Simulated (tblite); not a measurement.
Species: C6H8F3NO2SSi.
SMILES with atom numbers: `[CH3:1][n:2]1[c:3]([SiH3:4])[cH:5][cH:6][c:7]1[S:8](=[O:9])(=[O:10])[C:11]([F:12])([F:13])[F:14]` (hydrogens: H15, H16, H17 on C1; H18, H19, H20 on Si4; H21 on C5; H22 on C6)

The geometry is computed with GFN2-xTB (gas phase).

(1) Give the optimised bond lengths and angles.

Answers

(1) 
| bond | length (bohr) | order |
| --- | --- | --- |
| C1–N2 | 2.713 | single |
| N2–C3 | 2.568 | aromatic |
| C3–Si4 | 3.546 | single |
| C3–C5 | 2.617 | aromatic |
| C5–C6 | 2.643 | aromatic |
| C6–C7 | 2.602 | aromatic |
| C7–S8 | 3.329 | single |
| S8=O9, S8=O10 | 2.703 | double |
| S8–C11 | 3.581 | single |
| C11–F12, C11–F13, C11–F14 | 2.513 | single |
| N2–C7 | 2.569 | aromatic |
| C1–H15, C1–H16, C1–H17 | 2.061 | single |
| Si4–H18, Si4–H19, Si4–H20 | 2.766 | single |
| C5–H21 | 2.024 | single |
| C6–H22 | 2.023 | single |

Bonds in one row agree within 0.02 bohr and their mean is given. Orders are formal, as drawn. A selection of angles:
| angle | degrees |
| --- | --- |
| C1–N2–C3 | 127.6 |
| C1–N2–C7 | 123.3 |
| C3–N2–C7 | 109.1 |
| N2–C3–Si4 | 124.8 |
| N2–C3–C5 | 107.3 |
| Si4–C3–C5 | 127.9 |
| C3–C5–C6 | 108.4 |
| C5–C6–C7 | 105.9 |
| C6–C7–S8 | 131.9 |
| N2–C7–C6 | 109.3 |
| N2–C7–S8 | 118.8 |
| C7–S8–O9 | 110.6 |
| C7–S8–C11 | 103.2 |
| O9–S8–O10 | 118.3 |
| O9–S8–C11 | 106.4 |
| S8–C11–F12 | 110.9 |
| S8–C11–F14 | 109.9 |
| F12–C11–F13 | 107.8 |
| F12–C11–F14 | 108.7 |

Torsions: C6–C7–S8–O9 -113° (anticlinal); C7–S8–C11–F12 -59° (synclinal). The mirror-image conformer, all signs reversed, is as good.

N2 (pyrrole-type nitrogen) is planar (angles 127.6°, 123.3° and 109.1°, sum 360.0°, 0.00 Å off the plane of its three neighbours). The C–N distances run from 1.359 Å (N2–C3, aromatic) to 1.436 Å (C1–N2, drawn single), a spread of 0.077 Å. The 5-membered ring N2–C3–C5–C6–C7 has internal angles of 105.9° to 109.3° (sum 540°, against 540° for a flat polygon); it is planar, 0.00 Å rms from its mean plane, widest ring torsion 0°. The 3 C–C bonds span 1.377 Å (C6–C7, aromatic) to 1.399 Å (C5–C6, aromatic), a spread of 0.022 Å. Si4 (SiH3 silicon) is tetrahedral (angles from 107.4° to 110.8°). S8 (sulfonyl sulfur) is distorted tetrahedral (angles from 103.2° to 118.3°). The 2 C–S bonds span 1.762 Å (C7–S8, drawn single) to 1.895 Å (S8–C11, drawn single), a spread of 0.133 Å.

Point group: C1 (no symmetry element, even within 0.4 Å). GFN2-xTB frequencies show an imaginary mode (30i cm⁻¹), so the point is no minimum at that level.

Time: 0.99 s wall. Hardware: one thread of an Arm Neoverse V2, shared host. That covers the optimisation of the geometry.
